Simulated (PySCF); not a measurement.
Harmonic spectrum computed at B3LYP in the def2-TZVP basis family (core potentials from Rb on, PySCF, no spin–orbit coupling):

```tsv
symmetry	ω (cm⁻¹)	IR (km/mol, summed over degenerate members)
e	503	2.5
a1	696	12.5
a1	1078	39.3
e	1239	717
```

Task: Which molecule gave it? In each, all ligands are bound to the one heavy central atom.
A. ScF₃ (singlet)
B. YF₃ (singlet)
C. CF₃ (doublet)
D. BF₃ (singlet)
E. AlF₃ (singlet)

Result: C. It has C3v symmetry with C–F 1.321 Å (×3).
